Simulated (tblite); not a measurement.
Start geometry of `CN[Si@@H]1C=CC[SiH2]1` from a force field or distance geometry (Å):
```
atom  x, y, z in Å
C1    -2.6191   -0.0142    0.2155
N2    -1.7865   -1.0107   -0.4573
Si3   -0.1349   -0.9950    0.2480
C4     0.1896    0.5364    1.2132
C5     1.3096    1.1235    1.0113
C6     2.2732    0.6262    0.0292
Si7    1.3742   -0.3024   -1.3195
H8    -3.6990   -0.1974    0.0611
H9    -2.3756    0.0592    1.3024
H10   -2.3975    0.9569   -0.3011
H11   -2.1792   -1.9681   -0.3007
H12    0.2735   -2.2257    0.8738
H13   -0.5644    0.8943    1.9700
H14    1.5680    2.0721    1.5810
H15    2.9717   -0.0676    0.5833
H16    2.9168    1.4296   -0.3872
H17    2.1286   -1.4393   -1.8239
H18    0.7422    0.5285   -2.3049
```

Q: What comes out of this run: tblite 0.8.0, GFN2-xTB geometry optimisation, gas phase?

A: 
```
atom  x, y, z in Å
C1    -2.553    0.124   -0.010
N2    -1.867   -1.077    0.402
Si3   -0.142   -1.177    0.479
C4     0.475    0.225    1.583
C5     1.426    1.029    1.122
C6     2.065    0.890   -0.226
Si7    1.208   -0.478   -1.266
H8    -2.600    0.235   -1.100
H9    -3.573    0.126    0.381
H10   -2.023    0.983    0.397
H11   -2.366   -1.905    0.116
H12    0.057   -2.514    1.056
H13    0.072    0.395    2.573
H14    1.803    1.852    1.725
H15    3.124    0.659   -0.079
H16    2.048    1.863   -0.723
H17    2.240   -1.382   -1.791
H18    0.599    0.160   -2.445
```

The energy falls by 0.951 eV over 117 L-BFGS steps, the largest force on an atom goes from 4.16 to 0.009 eV/Å, and the atoms move by 0.777 Å rms after alignment. The bond that changes most is N2–Si3 (silicon-bound nitrogen to SiH silicon), which shortens by 0.067 Å. Bonds longer at the end by more than 0.005 Å: 8 of 18; shorter: 10. Among the angles that change most is N2–Si3–H12, from 115.1° to 101.9°. Among the dihedrals that turn most is H10–C1–N2–Si3, from 84° to -38°. Rotational constants go from 3037, 1361, 1093 to 2646, 1318, 1124 MHz. The orientation of the end geometry is arbitrary; only internal coordinates are fixed.

Hardware: one thread of an Arm Neoverse V1, no GPU, shared host with 32 logical CPUs at a one-minute load of 5.9. Cost: 0.95 s.

Its GFN2-xTB frequencies are all real (lowest 47 cm⁻¹). One conformer, not necessarily the lowest. 3 starts were optimised and ended at 0.00, 0.01 and 0.28 kcal/mol (GFN2-xTB); the lowest of these is shown.

The numbers are calculated, not measured.
